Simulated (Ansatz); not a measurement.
Isolated molecules relaxed with PBE0-D4/def2-TZVP in Ansatz; ΔE leaves out vibrations. CBS: MP2 limit from def2 TZ/QZ plus the TZ coupled-cluster correction, frozen cores. DFT in def2-TZVPP. B3LYP here is the variant with VWN-RPA as its local correlation; programs differ in this. For Br outer-core shells are correlated without core-valence functions, which leaves a few kJ/mol of doubt a bond. Scalar relativity is left out up to krypton. One conformer a species, not always the lowest.

Consider the redistribution: `C[SiH]1SB1N` + `OB(Br)Br` → `NB1[SiH2]S1` + `COB(Br)Br`.

```
             level  ΔE (kJ/mol)  difference from CCSD(T)/CBS
         revPBE-D4         92.5                         -1.9
           PBE0-D4         95.4                          1.0
          B3LYP-D4         88.0                         -6.4
          BHLYP-D4         88.6                         -5.8
           ωB97M-V         95.0                          0.6
            B2PLYP         90.9                         -3.5
               PBE         92.9                         -1.5
            r2SCAN         96.0                          1.6
         CAM-B3LYP         87.4                         -7.0
           LC-ωPBE         96.1                          1.7
     HF/def2-TZVPP         83.2                        -11.2
    MP2/def2-TZVPP         98.9                          4.5
SCS-MP2/def2-TZVPP         91.7                         -2.7
    MP2/def2-QZVPP        100.1                          5.7
     MP2/CBS(def2)        101.2                          6.8
    CCSD/CBS(def2)         94.0                         -0.4
       CCSD(T)/CBS         94.4                            0
```

Largest T1 diagnostic among the species: 0.014.

In def2-TZVPP, CCSD(T) changes the Hartree–Fock value by +8.9 kJ/mol (the triples alone add +0.4 kJ/mol) and MP2 by +15.6 kJ/mol. Leaving LDA and LC-ωPBE aside and taking each functional with its dispersion term where it has one, the values, not all of them listed here, spread over 11.7 kJ/mol, from BLYP-D4 to r2SCAN0-D4. At CCSD(T), def2-SVP lies −16.4 kJ/mol from the extrapolated value and def2-TZVPP −2.3 kJ/mol.
